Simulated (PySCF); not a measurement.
**Computed vibrations of [Dy(NH3)2]3+**

[Dy(NH3)2]3+ (singlet in the valence; each metal's 4f electrons, 9 of them, lie in its core potential, out of spins and levels). PySCF 2.14.0, RKS B3LYP, Dy lcecp-1-SVP with ECP55, N def2-SVP, H def2-SVP; non-relativistic Hamiltonian with scalar-relativistic core potentials where named; density fitting; no spin-orbit coupling. Central differences of gradients.

```xyz
9

Dy   -0.0372    0.2391    0.0000
N     0.1660   -1.1079    1.9427
H     1.0528   -0.9876    2.4808
H    -0.5628   -0.9442    2.6726
H     0.1220   -2.1403    1.8037
N     0.1785   -1.1054   -1.9424
H     1.0454   -1.6823   -2.0107
H    -0.5765   -1.8079   -2.1015
H     0.1868   -0.5752   -2.8420
```

Run from Python with OMP_NUM_THREADS=2. Where DIIS fails, smearing, a level shift and second-order steps follow.
It took 2.1 min on 2 threads of Arm Neoverse V2 (shared host).

Q: What are the harmonic wavenumbers and infrared intensities?

A: Negative numbers are unstable modes, those under 60 cm⁻¹ near the noise; a finer grid moves soft modes by up to 10 cm⁻¹.
```
cm⁻¹  km/mol  symmetry
  20     0.5          
  81     8.4          
  94     0.1          
 380     3.8          
 380     7.5          
 678    46.7          
 682     0.6          
 697   137.1          
 711    80.6          
1423   178.7          
1426    77.6          
1585    88.6          
1585    92.5          
1587    30.0          
1589    18.0          
3254   516.4          
3265    91.5          
3306   184.7          
3311   184.8          
3317   214.2          
3323   211.4
```

Q: Is this a minimum?

A: Yes, within the noise of the softest modes. Ideal gas at 298.15 K and 1 bar: S = 371.2 J/(mol K), Cp = 86.5 J/(mol K), H − H(0 K) = 19.3 kJ/mol (rigid rotor, harmonic modes, spin degeneracy alone, that of the 4f electrons in the core included; the modes under 60 cm⁻¹ make these uncertain).

An lcecp potential fixes the number of 4f electrons, so in runs with it no electron can move into or out of that shell.
